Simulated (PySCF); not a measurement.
C3H9BO3Si.
Z-matrix (Å and degrees, PBE0-D3(BJ)/def2-SVP geometry), rows numbered from 1:
```
O 
B   1  1.3661
O   2  1.3650  1  123.75
C   2  1.5770  1  117.97  3  -177.85
C   4  1.5323  2  115.17  1   -39.58
O   5  1.4180  4  109.55  2   163.71
Si  6  1.6793  5  112.16  4   -26.19
C   4  1.5526  2  109.86  1    80.96
H   1  0.9615  2  115.75  3     1.07
H   3  0.9617  2  115.41  1    -1.29
H   4  1.1038  2  108.67  1  -161.25
H   5  1.1023  4  111.19  2   -76.32
H   5  1.1058  4  110.27  2    42.76
H   7  1.4944  6  111.84  5  -116.26
H   7  1.4944  6  110.76  5   122.76
H   8  1.1040  4  111.06  2   -45.14
H   8  1.0998  4  112.38  2    75.59
```

Computed at PBE0/pcSseg-1 (PySCF, non-relativistic), with Q(17O) = −0.0256 b, Q(11B) = 0.04059 b: O1, 17O (I = 5/2): χzz = -8.773 MHz, η = 0.194; B2, 11B (I = 3/2): χzz = 3.450 MHz, η = 0.510; O6, 17O (I = 5/2): χzz = -10.27 MHz, η = 0.501.

Q: Where would the pure quadrupole (NQR) lines of 17O at O1 fall for the rigid, isolated species?

A: From the eigenvalues of H = χ/[4I(2I − 1)] × [3Iz² − I(I + 1) + η(Ix² − Iy²)], steps between neighbouring levels, labelled as for η = 0: ±1/2↔±3/2 1.369 MHz, ±3/2↔±5/2 2.612 MHz (boron-bound oxygen).

Q: Where would the pure quadrupole (NQR) lines of 11B at B2 fall for the rigid, isolated species?

A: From ν = (|χ|/2)√(1 + η²/3): ν = 1.798 MHz (three-coordinate boron).

Q: Find the zero-field quadrupole resonance frequencies of 17O at O6.

A: From the eigenvalues of H = χ/[4I(2I − 1)] × [3Iz² − I(I + 1) + η(Ix² − Iy²)], steps between neighbouring levels, labelled as for η = 0: ±1/2↔±3/2 1.913 MHz, ±3/2↔±5/2 2.949 MHz (silyl ether oxygen).

In a crystal, neighbours and librations shift these lines. With so small a basis the couplings can be 20 % off.

These values come from a run that also computed NMR shieldings. Time: 22 s; peak memory 0.95 GiB. Hardware: one thread, Arm Neoverse V2 (aarch64), shared host.

One conformer stands for the species.
